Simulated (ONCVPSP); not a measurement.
Before and after: ONCV potential for indium

- Element: In
- Generator: ONCVPSP 4.0.1
- Type: optimised norm-conserving Vanderbilt (ONCV)
- Functional: LDA (Perdew-Zunger)
- Relativity: scalar-relativistic
- Frozen core: [Kr]
- Valence charge: 13
- Reference configuration: 4d10 5s1.5 5p1.5
- Partial waves: 5s: rc 2.30 bohr, ncon 3, nbas 8, qcut 3.2 1/bohr, 2 projectors, debl 2.2 Ha; 5p: rc 2.30 bohr, ncon 4, nbas 9, qcut 3.2 1/bohr, 2 projectors, debl 0.7 Ha; 4d: rc 1.10 bohr, ncon 3, nbas 7, qcut 8.9 1/bohr, 2 projectors, debl 2.5 Ha
- Local potential: polynomial inside 0.75 bohr (lpopt 5, dvloc0 0 Ha)
- Core correction: Teter function, fcfact 2, rcfact 1.7

All-electron outer shells of the reference configuration (LDA (Perdew-Zunger), scalar-relativistic, ld1.x):

```
shell  level (eV)  outermost node (bohr)  outermost maximum (bohr)
   4s     -120.32                   0.41                      0.77
   4p      -78.90                   0.42                      0.82
   4d      -19.54                   0.40                      0.94
   5s       -9.00                   1.02                      2.13
   5p       -3.06                   1.14                      2.78
```

Change: d: qcut 10.8.

Cutoffs: the cutoffs (Ha) at which the residual kinetic energy of the hardest occupied pseudo-wave falls to 1 and 0.1 mHa per electron; they do not see the model core or the augmentation charge, which bear on the density cutoff. Errors are all-electron minus pseudo energies relative to the spin-unpolarised reference configuration.

**Question.** What does the change do?

**Answer.** The potential gets neither clearly harder nor softer (38 Ha and 97 Ha → 42 Ha and 50 Ha); both files keep a bound ghost (p, s); the errors of the 3 common tests hardly move.

| quantity | base | changed |
| --- | --- | --- |
| cutoff, loose | 38 Ha | 42 Ha |
| cutoff, tight | 97 Ha | 50 Ha |
| loose cutoff by channel | s 4.7 Ha, p 4.1 Ha, d 38 Ha | s 4.7 Ha, p 4.1 Ha, d 42 Ha |
| bound ghosts | s, p | s, p |
| GHOST(+) flags under 300 eV | s at 46.0 eV | s at 46.0 eV |
| tests with a reliable result | 3 of 4 | 3 of 4 |
| error for 4d10 5s2 5p1, meV [ΔE -2.93 eV] | -1.3 | -1.3 |
| error for 4d10 5s2 5p0, meV [ΔE 2.66 eV] | -3.9 | -3.9 |
| error for 4d10 5s1 5p0, meV [ΔE 22.32 eV] | -12 | -12 |
| s: phases at 2.34 bohr within 0.05 rad from the reference energy up to (Ha; the scan ends near 5) | 2.9 | 2.9 |
| p: phases at 2.34 bohr within 0.05 rad from the reference energy up to (Ha; the scan ends near 5) | 2.4 | 2.4 |
| d: phases at 1.12 bohr within 0.05 rad from the reference energy up to (Ha; the scan ends near 5) | to the end of the scan | to the end of the scan |
| rms error of d²Exc/dni dnj with the model core, mHa | 1.17 | 1.17 |

 A true bound ghost makes a file unfit for plane-wave use even where its test errors are small: the radial tests pick states by their node count and pass the ghost by.
